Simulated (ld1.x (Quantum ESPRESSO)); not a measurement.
What one change does to a pseudopotential (Pd (Z = 46), TM)

ld1.x (Quantum ESPRESSO) 7.5 input, shortened:

```
&input
   title='Pd', zed=46., rel=0, dft='PBE', iswitch=3,
   config='[Kr] 4d9 5s0 5p0'
 /
 &inputp
   pseudotype=2, tm=.true., lloc=-1, rcloc=1.60,
   nlcc=.true., new_core_ps=.true., rcore=0.90
 /
3
5S  1  0   0.00   0.00  2.10  2.10  0.0
4P  2  1   6.00   0.00  1.60  1.60  0.0
4D  3  2   9.00   0.00  1.70  1.70  0.0
 &test
   configts(1)='4p6 4d9 5s0 5p0'
 /
```

All-electron outer shells of the reference configuration (PBE, non-relativistic, ld1.x):

```tsv
shell	level (eV)	outermost node (bohr)	outermost maximum (bohr)
4s	-90.06	0.47	0.88
4p	-60.65	0.46	0.92
4d	-14.83	0.45	1.09
5s	-10.36	1.18	2.54
5p	-6.08	1.31	3.23
```

Change: wave 4d (bound): rc 1.70 bohr becomes 4d (bound): rc 1.90 bohr.

Cutoffs: the cutoffs (Ry, on a coarse ladder) from which the occupation-weighted sum of valence levels, in a spherical-Bessel basis at the reference potential, stays within 10 and 1 mRy of its value at 400 Ry; they do not see the model core or the augmentation charge, which bear on the density cutoff. Errors are all-electron minus pseudo energies relative to the spin-unpolarised reference configuration.

How do hardness, ghosts and transferability respond?

The potential gets softer (60 Ry and 90 Ry → 55 Ry and 80 Ry); both files keep a bound ghost (s); of the 7 tests that both files solve, the error grows in 2 and shrinks in 0 by more than 15 % and 0.3 meV (median size 39.0 → 36.4 meV). A larger radius leaves more room for a smooth pseudo-wave, so fewer plane waves are needed.

| quantity | base | changed |
| --- | --- | --- |
| cutoff, loose | 60 Ry | 55 Ry |
| cutoff, tight | 90 Ry | 80 Ry |
| loose cutoff by channel (10 mRy a level) | p 30 Ry, d 50 Ry | p 30 Ry, d 45 Ry |
| bound ghosts | s | s |
| error for 4p6 4d10 5s0 5p0, meV [ΔE -9.25 eV] | -3.2 | -3.8 |
| error for 4p6 4d8 5s0 5p0, meV [ΔE 21.11 eV] | -8.3 | -8.3 |
| error for 4p6 4d7 5s0 5p0, meV [ΔE 55.91 eV] | -42 | -37 |
| error for 4p6 4d8 5s1 5p0, meV [ΔE 5.54 eV] | -39 | -36 |
| error for 4p6 4d9 5s1 5p0, meV [ΔE -7.08 eV] | -6.2 | -5.8 |
| error for 4p5 4d10 5s0 5p0, meV [ΔE 46.02 eV] | -47 | -67 |
| error for 4p6 4d9 5s0 5p1, meV [ΔE -3.78 eV] | +100 | +100 |
| s: phases at 2.29 bohr within 0.05 rad from the reference energy up to (Ry; the scan ends near 5) | 2.2 | 2.2 |
| p: phases at 2.29 bohr within 0.05 rad from the reference energy up to (Ry; the scan ends near 5) | -0.5 | -0.5 |
| d: phases at 2.29 bohr within 0.05 rad from the reference energy up to (Ry; the scan ends near 5) | 2.5 | 2.2 |

 A true bound ghost makes a file unfit for plane-wave use even where its test errors are small: the radial tests pick states by their node count and pass the ghost by.
